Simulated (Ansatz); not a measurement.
Basis-set extrapolation for `C[Si](O)(F)F` (PBE0-D4/def2-TZVP geometry, frozen core, the Gaussian-basis code of Ansatz). Multiplicity 1, RHF reference.

```json
{"": "HF", "def2-TZVPP": "-603.251156", "def2-QZVPP": "-603.276140"}
{"": "MP2 correlation", "def2-TZVPP": "-1.029911", "def2-QZVPP": "-1.119965"}
{"": "CCSD(T) correlation", "def2-TZVPP": "-1.083100", "def2-QZVPP": "not run"}
```

Energies in hartree. Use E(X) = E(∞) + A·exp(−7.88·√X) for Hartree–Fock and E(X) = E(∞) + B·X^(−2.97) for correlation, with X = 3 and 4, and add CCSD(T) minus MP2 of the smaller set to the MP2 limit.

Question: What is the CCSD(T) energy at the basis-set limit?

Answer: HF limit: -603.276140 + (-0.024984) × 0.13774 = -603.27958. MP2 limit: -1.119965 + (-0.090054) × 0.74074 = -1.18667. Higher-order term: -1.083100 − (-1.029911) = -0.05319. Total: -604.51944 hartree, 486.2 kJ/mol below CCSD(T)/def2-TZVPP.
